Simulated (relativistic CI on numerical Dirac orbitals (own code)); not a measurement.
These numbers are calculated, not measured: Dirac-Coulomb-Breit CI, orbitals from a KLI potential per configuration, QED by a radiative potential, valence Slater integrals scaled by 0.85, P86 correlation estimate, and configurations built on the next ion tied to the tabulated ionisation energy (semi-empirical) (own radial code, finite nucleus).

Configuration list (outside the closed core 1s2): 2s2 2p3, 2s2 2p2 3s, 2s 2p4, 2s2 2p2 3p, 2s2 2p2 4s, 2s2 2p2 3d, 2p5, 2s2 2p2 4p, 2s2 2p2 4d, 2s2 2p2 4f, 2s2 2p 3s2, 2s2 2p 3s 3p. Levels of other configurations are missing.

Configurations that consist of the next ion and one excited electron were tied to the tabulated ionisation energy; Rydberg ones are usually within 1,000 to 3,000 cm⁻¹ and the lowest ones within about 6,000 (9,000 in d shells), while levels on excited terms of the next ion carry the error of that term, and the other configurations can be misplaced by 10,000 cm⁻¹ or more. Rates follow the energies as ν³ (E1, M1) or ν⁵ (E2), so rates, branching and lifetimes can be off by large factors. The fine structure of a lone outer electron comes out too small, for d and f at times inverted, and misplaced configurations move strength between like terms. 40 of the 40 excited levels that our extract of the measured tables holds in this range could be paired (the sources list more); they are missed by 908 cm⁻¹ on average and 5428 at most, and levels without a partner can miss by more.

Outline of the computed level scheme of N I. Lowest level of each configuration: 2s2 2p3 4S°_3/2 at 0.0000 eV; 2s2 2p2 3s 4P_1/2 at 10.3630 eV; 2s 2p4 4P_5/2 at 11.5934 eV; 2s2 2p2 3p 2S°_1/2 at 11.6139 eV; 2s2 2p2 4s 4P_1/2 at 12.8538 eV; 2s2 2p2 3d 2P_3/2 at 12.8772 eV.

Some strong electric-dipole decays among the lowest 45 levels: 2s2 2p2 3s 2P_1/2 → 2s2 2p3 2D°_3/2 (3.3e+08 s⁻¹); 2s2 2p2 3s 2P_3/2 → 2s2 2p3 2D°_5/2 (3.0e+08 s⁻¹); 2s2 2p2 3s 2D_5/2 → 2s2 2p3 2D°_5/2 (2.4e+08 s⁻¹); 2s2 2p2 3s 2D_3/2 → 2s2 2p3 2D°_3/2 (2.3e+08 s⁻¹); 2s2 2p2 3s 4P_5/2 → 2s2 2p3 4S°_3/2 (2.3e+08 s⁻¹); 2s2 2p2 3s 4P_3/2 → 2s2 2p3 4S°_3/2 (2.3e+08 s⁻¹); 2s2 2p2 3s 4P_1/2 → 2s2 2p3 4S°_3/2 (2.2e+08 s⁻¹); 2s2 2p2 3s 2P_3/2 → 2s2 2p3 2P°_3/2 (1.5e+08 s⁻¹).

Rates of lines that live on the mixing of spin multiplicities can be off by large factors.
